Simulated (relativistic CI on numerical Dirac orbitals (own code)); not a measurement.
## Hyperfine structure of Os⁶²⁺, mass number 187

Method of calculation: Dirac-Coulomb-Breit CI, KLI orbitals optimised for each configuration, model QED, unscaled Slater integrals (own radial code, finite nucleus).

Configuration list (outside the closed core [Ne]): 3s2 3p2, 3s2 3p 3d, 3s 3p3, 3s2 3d2, 3p4, 3s 3p2 3d, 3p2 3d2, 3s 3p 3d2, 3p3 3d, 3s2 3d 4s, 3s2 3d 4p, 3s 3p 3d 4s, 3p3 4s, 3s2 3p 4s, 3s 3p 3d 4p, 3p3 4p. Levels of other configurations are missing.

Nuclear spin I = 1/2, μ = 0.06442 μN (tables of Stone and Pyykkö). The electronic factors are computed for point nuclear moments, without core polarisation or the Bohr-Weisskopf and QED corrections.

```
          Level  E (10³ cm⁻¹)  A (MHz)
   3s2 3p2 3P_1        3197.2   -33020
   3s2 3p2 1D_2        3276.2    94980
3s2 3p 3d 3F°_2        5037.1    84700
3s2 3p 3d 3F°_3        5955.0    53530
   3s2 3p2 3P_2        6529.3    56450
```

Levels with J = 0, under 50 % of one LS term, or S terms without an open s electron are left out. Small factors come from cancelling terms and can be off by tens of per cent or more.

At this charge energies of transitions that change n are usually good to better than 1 %, and those within a shell (Δn = 0) to a few per cent.

Question: Give the hyperfine levels of 3s2 3p2 3P_1 relative to its centre of gravity.

Answer: With K = F(F + 1) − I(I + 1) − J(J + 1), E = AK/2: F = 1/2: 33020, F = 3/2: -16510 MHz.

LS names give the leading component of a level, which can be under half, so a name can repeat, a term be missing and a line seem to break the LS rules.
